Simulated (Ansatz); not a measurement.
Breaking a bond: GeN (cation, charge +1), lowest triplet found (which spin is the ground state isn't settled by this scan).

Computed with: UHF/cc-pVDZ (Ansatz, a quantum-chemistry and plane-wave program); UCCSDT(Q) = Ansatz with CCSDT(Q) on UHF/cc-pVDZ, cores with 3d frozen; UKS-PBE = unrestricted PBE/cc-pVDZ in Ansatz; FCI = full CI/cc-pVDZ, cores with 3d frozen (Ansatz).

Energies relative to the lowest point of each curve between 1.80 and 2.40 Å, where full CI is lowest, in mEh:

| R / Å | UHF | UCCSDT(Q) | UKS-PBE |
|---|---|---|---|
| 1.80 | 3.4 | 7.9 | 8.0 |
| 1.86 | 0.0 | 2.6 | 2.9 |
| 1.95 | 0.0 | 0.0 | 0.0 |
| 1.99 | 1.3 | 0.3 | 0.3 |
| 2.06 | 4.7 | 2.4 | 2.7 |
| 2.14 | 4.0 | 24.9 | 7.4 |
| 2.28 | 1.4 | 33.1 | 18.8 |
| 2.40 | 0.1 | 38.0 | 30.0 |
| 2.59 | -0.9 | 42.6 | 47.5 |
| 2.80 | -0.9 | 45.2 | 63.1 |
| 3.05 | -0.4 | 47.3 | 74.9 |

Problem. Estimate the FCI values at these points.

Solution. 1.80: 7.9; 1.86: 2.6; 1.95: 0.0; 1.99: 0.3; 2.06: 2.5; 2.14: 6.5; 2.28: 15.5; 2.40: 23.4; 2.59: 33.8; 2.80: 41.4; 3.05: 46.4 (mEh).

The scan ran from 1.38 to 6.44 Å; beyond the distances shown full CI changes its symmetry label. The unrestricted determinant behind UHF, UCCSDT(Q) is spin-contaminated at 2.14 to 3.05 Å (<S²> up to 3.0, against 2.00 for a pure triplet). The unrestricted determinant behind UKS-PBE is spin-contaminated at 2.59 to 3.05 Å (<S²> up to 2.6, against 2.00 for a pure triplet). Also computed but left out beside FCI, since their determinant holds another spin at the minimum (<S²> over 0.7 above the pure value): UHF/6-31G*, UMP2/6-31G*, UHF/LANL2DZ.
